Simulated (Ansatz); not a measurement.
Reactions of `FC=C1C[SiH2]1`.

Program: Ansatz. Geometries: PBE0-D4/def2-TZVP. ΔE: electronic, gas phase. CCSD(T)/CBS adds triple-zeta CCSD(T) − MP2 to the extrapolated MP2 energy (def2 sets, frozen cores). This one scheme is used for every species, atoms too. Double bonds are as drawn, so ΔE can hold a change between cis and trans. DFT in def2-TZVPP. B3LYP here is the variant with VWN-RPA as its local correlation; programs differ in this. No spin–orbit coupling; open shells (•) take unrestricted orbitals. Spin–orbit coupling would lower the free atoms: a little for C, F, Si.

| reaction | CCSD(T)/CBS(def2) (kJ/mol) |
| --- | --- |
| `F/C=C1/C[SiH2]1` + H₂ → `C=C1C[SiH2]1` + H–F | ? |
| `F/C=C1/C[SiH2]1` → `FC1C=C[SiH2]1` | -71 |
| `F/C=C1/C[SiH2]1` → `FC1([SiH3])C=C1` | 56 |
| `F/C=C1/C[SiH2]1` + `[AlH3]` → `[AlH2]/[CH]=C1/C[SiH2]1` + H–F | -91 |
| `F/C=C1/C[SiH2]1` → 3 C• + F• + 5 H• + Si• | 3836 |

Task: Fill in the missing values. (An estimate is asked.)

Result: Ansatz gave: `F/C=C1/C[SiH2]1` + H₂ → `C=C1C[SiH2]1` + H–F: -92.6 kJ/mol.

Largest T1 diagnostic: 0.013, for `F/C=C1/C[SiH2]1`.
